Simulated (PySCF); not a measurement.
An unknown is described by computed data only.

Elements present: C, Cl, H, N and Si. Monoisotopic mass: 175.0040 u.

* NMR, other nuclei: isotropic shieldings of nuclei other than C and H, by class: -29 (1 N), 386 (1 Si), 423 (1 Si), 923 (1 Cl) ppm [GIAO PBE0/pcSseg-1]
* Dipole: 2.93 D [PBE0/pcSseg-1]
* Rotational structure: rotational constants A, B, C: 0.922, 0.712, 0.435 GHz [GFN2-xTB]
* 13C NMR: chemical shifts (computed TMS as zero) by class: 145.6 (1 C), 136.8 (1 C), 121.6 (1 C), 32.4 (1 C), -0.4 (1 C) ppm [GIAO PBE0/pcSseg-1]
* 1H NMR: chemical shifts (computed TMS as zero) by class: 6.50 (1 H), 6.42 (1 H), 6.41 (1 H), 4.54 (1 H), 4.48 (1 H), 4.46 (1 H), 3.21 (1 H), 2.87 (1 H), 1.68 (1 H), 1.35 (1 H) ppm [GIAO PBE0/pcSseg-1]

Gas-phase values; electronic properties from PySCF, density fitting. Levels stand in brackets. One conformer (not necessarily the lowest) at the GFN2-xTB geometry, without solvent, vibrations or thermal averaging. NMR values are class means; diastereotopic atoms form classes of their own.

Question: Which formula fits the mass and the elements?

Answer: C5H10ClNSi2 (calculated 175.0040). No other formula that holds each of these elements comes within 0.0003 u with a fitting electron parity and a possible valence count.

Question: Propose a structure and show how it fits.

Answer: Numbering: `[CH2:1]=[CH:2][SiH2:3][Si@H:4]([CH2:5][Cl:6])[CH2:7][C:8]#[N:9]`. Its formula, C5H10ClNSi2, gives 3 degrees of unsaturation: 0 rings and 3 π bonds in the structure found. 5 carbons fall into 5 classes; from least to most shielded: terminal =CH2 carbon [C1] (145.6 ppm), alkene CH carbon [C2] (136.8 ppm), nitrile carbon [C8] (121.6 ppm), sp3 C–Cl carbon [C5] (32.4 ppm), sp3 carbon bound to silicon [C7] (-0.4 ppm). Hydrogen classes from least to most shielded: 1 H on a terminal =CH2 carbon, C1 (6.50 ppm), 1 H on an alkene CH carbon, C2 (6.42 ppm), 1 H on a terminal =CH2 carbon, C1 (6.41 ppm), 1 H on an SiH2 silicon, Si3 (4.54 ppm), 1 H on an SiH2 silicon, Si3 (4.48 ppm), 1 H on an SiH silicon, Si4 (4.46 ppm), 1 H on an sp3 C–Cl carbon, C5 (3.21 ppm), 1 H on an sp3 C–Cl carbon, C5 (2.87 ppm), 1 H on an sp3 carbon bound to silicon, C7 (1.68 ppm), 1 H on an sp3 carbon bound to silicon, C7 (1.35 ppm). The other shieldings belong to: -29 ppm, nitrile nitrogen [N9]; 386 ppm, SiH silicon [Si4]; 423 ppm, SiH2 silicon [Si3]; 923 ppm, alkyl chlorine [Cl6]. The optimised geometry has point group C1 and is an asymmetric top. Structure: `C=C[SiH2][Si@H](CCl)CC#N`. Computed isomers that give other values at the same levels: `C[C@@H]1[SiH2][C@@H](C#N)[Si@@H]1CCl` (13C chemical shifts (computed TMS as zero) by class: 124.0 (1 C), 31.4 (1 C), 14.5 (1 C), 13.2 (1 C), -3.0 (1 C) ppm); `C=C[C@@]([SiH3])(C#N)[C@H]([SiH3])Cl` (13C chemical shifts (computed TMS as zero) by class: 142.5 (1 C), 124.8 (1 C), 123.4 (1 C), 51.4 (1 C), 32.9 (1 C) ppm); `C=C[C@@]([SiH3])(C#N)[C@@H]([SiH3])Cl` (13C chemical shifts (computed TMS as zero) by class: 138.2 (1 C), 125.8 (1 C), 124.3 (1 C), 53.0 (1 C), 33.4 (1 C) ppm). The assignments are read from this structure; whether some other isomer fits the data as well wasn't checked. The mirror image fits equally.

The values belong to the conformer `[CH2:1]=[CH:2][SiH2:3][Si@H:4]([CH2:5][Cl:6])[CH2:7][C:8]#[N:9]`: C1–C2–Si3–Si4 -114°, C2–Si3–Si4–C5 -99°, Si3–Si4–C5–Cl6 55°, Si3–Si4–C7–C8 -58°.
